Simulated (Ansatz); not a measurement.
`C[O][Au]` → Au• + `C[O]`•  (homolysis of the Au–O bond)

Program: Ansatz. Geometries: PBE0-D4/def2-TZVP. ΔE: electronic, gas phase. CCSD(T)/CBS is the MP2 limit (def2-TZVPP, def2-QZVPP) plus CCSD(T) − MP2 in def2-TZVPP, frozen cores. DFT in def2-TZVPP. B3LYP here is the variant with VWN-RPA as its local correlation; programs differ in this. Open shells (•) are unrestricted, without spin–orbit coupling. def2 core potentials past Kr. For Au outer-core shells are correlated without core-valence functions, so the limit isn't a true one: a few kJ/mol of doubt a bond, and 10 to 20 or more in all where bonds break to atoms.

CCSD(T)/CBS gives +191.6 kJ/mol.

Q: Another level gave +158.4 kJ/mol. Which?
A. revPBE/def2-TZVPP
B. revPBE-D4/def2-TZVPP
C. B3LYP-D4/def2-TZVPP
D. CAM-B3LYP/def2-TZVPP

A: A. revPBE 158.4, revPBE-D4 175.0, CAM-B3LYP 146.5, B3LYP-D4 154.2 kJ/mol.

Largest T1 diagnostic among the species: 0.033, so the coupled-cluster value is less sure than usual.

The D4 term adds +10.2 kJ/mol with B3LYP and +5.2 kJ/mol with PBE0; it sums over pairs of atoms, weighted by their polarisabilities, and B3LYP, whose exchange is more repulsive, gets the larger term. From r2SCAN to r2SCAN0 (25 % exact exchange), in def2-TZVPP and without D4, ΔE moves by −35.8 kJ/mol: exact exchange takes away binding that semilocal exchange gives to molecules.
